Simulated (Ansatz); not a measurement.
A nudged elastic band was laid between two geometries of F2Ge2H4 + H (9 atoms, charge 0, multiplicity 2).

These are results of UHF/def2-SVP (Ansatz 0.2.0), not measurements.

```yaml
movable_images: 7
climbing_image: yes
spring: 5.0 eV/Å²
optimiser: fire
start_path: through a guess of the saddle point
force_threshold: 0.05 eV/Å
iteration_limit: 60
end_points: relaxed
```

Image 0:

```xyz
9
Properties=species:S:1:pos:R:3
Ge -0.064 0.022 -0.216
H -0.276 -0.495 1.203
F 1.634 0.218 -0.420
Ge -1.196 2.046 -0.995
H -2.708 1.843 -0.864
H -0.752 3.222 -0.121
H -0.812 2.287 -2.454
F -0.455 -1.278 -1.276
H 0.169 -0.134 4.871
```

Image 8:

```xyz
9
Properties=species:S:1:pos:R:3
Ge -0.082 -0.157 -0.744
H 0.097 -0.445 3.728
F 1.616 0.073 -0.969
Ge -1.214 2.051 -1.087
H -2.722 1.801 -1.039
H -0.785 2.966 0.061
H -0.791 2.625 -2.439
F -0.477 -1.171 -2.087
H -0.102 -0.014 4.304
```

Problem. What changes between the two ends?

Solution. Bonds broken: Ge1–H2. Bonds formed: H2–H9. F2Ge2H4 + H becomes F2Ge2H3 + H2.

Problem. What energy profile does the band end with?

Solution. The run converged. The highest image is number 3 of 0 to 8, 13.3 kcal/mol above the first end and 26.5 kcal/mol above the last; the last end lies 13.1 kcal/mol below the first. The order of the point at the top wasn't checked.

```
image  path coordinate (Å)  energy (kcal/mol)  Ge1–H2 (Å)  H2–H9 (Å)
    0                 0.00                0.0        1.52       3.71
    1                 0.85                0.2        1.52       2.85
    2                 1.70                2.1        1.52       2.07
    3                 2.55               13.3        1.70       1.08
    4                 3.19               -5.0        2.37       0.75
    5                 3.83              -10.7        2.84       0.75
    6                 4.48              -12.6        3.33       0.75
    7                 5.15              -13.0        3.90       0.75
    8                 5.81              -13.1        4.49       0.75
```

Problem. What is the geometry of the highest image?

Solution. 
```xyz
9
Properties=species:S:1:pos:R:3
Ge -0.019 0.044 0.063
H 0.046 -0.067 1.754
F 1.590 -0.050 -0.545
Ge -1.170 2.023 -0.846
H -2.611 1.634 -1.175
H -1.153 3.083 0.260
H -0.436 2.532 -2.085
F -0.735 -1.404 -0.536
H 0.030 -0.067 2.836
```

Time of the run: 14 min on 4 threads of Intel(R) Xeon(R) Platinum 8259CL CPU @ 2.50GHz (Skylake/Cascade Lake) (shared host), peak memory 0.45 GiB.
